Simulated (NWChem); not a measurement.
# Excited singlets of Cl2Sn by symmetry

```xyz
3

Sn     0.0000     0.0000     0.6266
Cl     1.8492     0.0000    -0.9215
Cl    -1.8492     0.0000    -0.9215
```
Charge 0, spin multiplicity 1.

Everything below was run with NWChem. All single points use one geometry, from PBE/def2-SVP with def2 effective core potentials on Sn, a minimum by its harmonic frequencies.

Basis set: def2-SVPD. Symmetry labels belong to the abelian group C2v used in the runs, with the axes of the coordinates shown. Entries are the lowest vertical excitation energy of each symmetry in eV (for CIS and TDDFT among the lowest few roots); a state of one symmetry need not have the same character in every method. Symmetries that some method's roots don't reach, or where a double excitation leads the EOM-CCSD root, are left out.

Effective core potentials replace the inner electrons of Sn; spin-orbit coupling is left out. The correlated methods keep 14 core orbitals frozen. B3LYP has NWChem's definition, with VWN1-RPA local correlation. The structure started from a generated list of species. Coupled-cluster values serve here as a point of comparison, not as the truth.

```tsv
method	b2	a2	b1
CIS	4.37	6.06	6.45
TD-PBE	3.48	3.50	4.13
TD-B3LYP	3.67	3.90	4.47
TD-PBE0	3.79	4.14	4.69
EOM-CCSD	3.97	4.84	5.25
```
